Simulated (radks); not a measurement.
Trend from B3+ to Tl3+: ionisation energy by Delta-SCF between NIST ground configurations, and size. Calculated with a radial shooting solver on a logarithmic mesh with Libxc functionals: Dirac Kohn-Sham, PBEsol, spin-unpolarised, spherical densities, point nucleus; open shells fill j = l - 1/2 first.

species   configuration  configuration of the ion  IE (eV)  NIST (eV)    kind   -e(HOMO) (eV)  outermost  <r> outermost (bohr)  r at 0.001 e/bohr^3 (bohr)
B3+                [He]                       1s1   264.14     259.37  theory  230.16 (1s1/2)      1s1/2                 0.327                        1.23
Al3+               [Ne]              [He] 2s2 2p5   120.79     119.99    exp.  103.81 (2p3/2)      2s1/2                 0.624                        1.98
Ga3+          [Ar] 3d10                  [Ar] 3d9   63.641      63.24    exp.  52.264 (3d5/2)      3d5/2                 0.789                        2.58
In3+          [Kr] 4d10                  [Kr] 4d9   55.981      55.45    exp.  47.504 (4d5/2)      4d5/2                  1.16                        2.98
Tl3+     [Xe] 4f14 5d10             [Xe] 4f14 5d9   50.813      51.14    exp.  43.403 (5d5/2)      5d5/2                  1.36                        3.20

Reference values: NIST Atomic Spectra Database (exp. = measured, semi-emp. = semi-empirical, theory = theoretical value adopted there). Spin polarisation and multiplet splitting are left out, so open shells lie too high by an amount that depends on their filling. Nuclear size, the Breit interaction and QED, all absent here, shift the 1s and 2s values of heavy ions.

Beside tabulated values, note that spin-unpolarised runs miss the spin-polarisation part of the exchange energy of open shells.
